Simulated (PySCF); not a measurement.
hydrogen bromide (BrH), SMILES Br. Atoms are numbered in the order given.

```xyz
2

Br     0.0000     0.0000    -0.0395
H      0.0000     0.0000     1.3811
```

Coordinates come from a PBE0-D3(BJ)/def2-TZVPD optimisation.

All values below come from r2SCAN/def2-TZVPD run with PySCF.

```yaml
total_energy: -2574.74146 hartree
point_group: C∞v
highest_occupied_level: -7.79 eV
lowest_empty_level: -0.86 eV
orbital_gap: 6.93 eV
dipole_moment: 0.89 D
quadrupole, principal values (traceless, Buckingham form, about the centre of nuclear charge): -2.10, -2.10, 4.21 D·Å
mean_static_polarisability: 24.4 bohr³ (3.61 Å³)
polarisability_principal_values: 23.8, 23.8, 25.4 bohr³
```
